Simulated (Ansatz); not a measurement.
One change: `S=[CH][GeH3]` becomes `S=[CH][SbH2]`.

Ansatz, PBE0-D4/def2-TZVP geometries, multiplicity 1. 

Elements past krypton have def2 core potentials. Scalar relativity is left out up to krypton.

```tsv
property	`S=[CH][GeH3]`
HOMO–LUMO gap (B3LYP/def2-TZVPP) / eV	3.35
size of the dipole moment (B3LYP/def2-TZVPP) / D	1.58
HOMO–LUMO gap (ωB97M-V/def2-TZVPP) / eV	8.12
size of the dipole moment (PBE/def2-TZVPP) / D	1.51
LUMO energy (B3LYP/def2-TZVPP) / eV	-2.85
LUMO energy (PBE/def2-TZVPP) / eV	-3.61
```

**Question.** What does the change do to each property? (Best estimate.)

**Answer.** Ansatz gave: 
```json
{"property": "HOMO–LUMO gap (B3LYP/def2-TZVPP) / eV", "`S=[CH][SbH2]`": "3.32", "shift": "-0.03"}
{"property": "size of the dipole moment (B3LYP/def2-TZVPP) / D", "`S=[CH][SbH2]`": "1.79", "shift": "0.21"}
{"property": "HOMO–LUMO gap (ωB97M-V/def2-TZVPP) / eV", "`S=[CH][SbH2]`": "7.97", "shift": "-0.15"}
{"property": "size of the dipole moment (PBE/def2-TZVPP) / D", "`S=[CH][SbH2]`": "1.68", "shift": "0.17"}
{"property": "LUMO energy (B3LYP/def2-TZVPP) / eV", "`S=[CH][SbH2]`": "-2.75", "shift": "0.10"}
{"property": "LUMO energy (PBE/def2-TZVPP) / eV", "`S=[CH][SbH2]`": "-3.48", "shift": "0.13"}
```

The zero-point energy changes by -25.7 kJ/mol with -3 modes. Dipoles are sizes alone; their direction can turn.

B3LYP here is the variant with VWN-RPA as its local correlation; programs differ in this.

Spin–orbit coupling is left out; it splits and shifts lone-pair levels of the heavy atoms by tenths of an eV.
